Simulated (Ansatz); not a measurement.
Cartesian coordinates in Å:
```
C -1.448 0.925 -0.237
C -0.217 0.124 -0.029
O -0.225 -1.147 -0.028
O 0.914 0.677 0.153
Al 1.657 -1.071 0.274
H -1.338 1.503 -1.156
H -1.554 1.637 0.583
H -2.321 0.281 -0.302
H 2.488 -1.465 -1.011
H 2.044 -1.462 1.755
```

Total charge 0; spin multiplicity 1. The bonds changed during the relaxation, so this is another structure than the one it started from.

List the B3LYP/def2-TZVPP orbital energies in eV (Ansatz). (Estimate.)

Computed: Occupied: -1524.38, -521.43, -521.38, -281.40, -277.75, -112.31, -73.00, -72.94, -72.84, -31.10, -27.87, -21.38, -15.95, -14.25, -14.11, -13.81, -11.89, -11.58, -11.31, -9.42, -9.33, -9.13, -7.98. Lowest empty: -0.97, -0.17, 0.40, 1.31, 2.19, 2.45, 2.53, 3.01.

B3LYP here is the variant with VWN-RPA as its local correlation; programs differ in this.
